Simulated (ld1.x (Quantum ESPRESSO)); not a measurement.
# LDA (PZ) RRKJ dataset for molybdenum (Mo), scalar-relativistic all-electron reference.

molybdenum, norm-conserving RRKJ (Kleinman–Bylander form), made with ld1.x (Quantum ESPRESSO) 7.5 (LDA (PZ), scalar-relativistic). Core [Kr], reference 4d4 5s2 5p0. Waves: 5p (bound, empty): rc 3.60 bohr; 4d (bound): rc 2.05 bohr; 5s (bound): rc 3.10 bohr. Local part: the s channel. Core correction: Bessel-smoothed model core inside 1.05 bohr.

Calculated quality:

```json
{
  "Cutoffs needed": "35 Ry and 40 Ry (the cutoffs (Ry, on a coarse ladder) from which the occupation-weighted sum of valence levels, in a spherical-Bessel basis at the reference potential, stays within 10 and 1 mRy of its value at 400 Ry)",
  "Ghost test": "no extra level below or beside the all-electron valence levels (p, d, s, f tested) (spherical-Bessel basis up to 400 Ry, 20 bohr box)",
  "Largest excitation error": "-298 meV (all-electron minus pseudo) for 4d6 5s0 5p0, out of 7 test configurations"
}
```

Generation and tests took about 1.9 s on one core of a shared server CPU.
